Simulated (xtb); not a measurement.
Ge(H)(SH) (GeH2S), SMILES [SH][GeH] (connectivity only; charge and spin as stated), neutral, multiplicity 1. All values are semi-empirical tight-binding results from xtb (GFN2-xTB unless named), good for trends rather than for accurate numbers. Coordinates come from a GFN2-xTB optimisation.

For metal compounds this method's bond lengths and energies can be far off.

| Property | Value |
|---|---|
| point group as xtb finds it | Cs |
| orbital gap | 3.18 eV |
| zero-point energy | 8.6 kcal/mol |
| G − E(el) at 298.15 K (modified RRHO) | -7.8 kcal/mol |
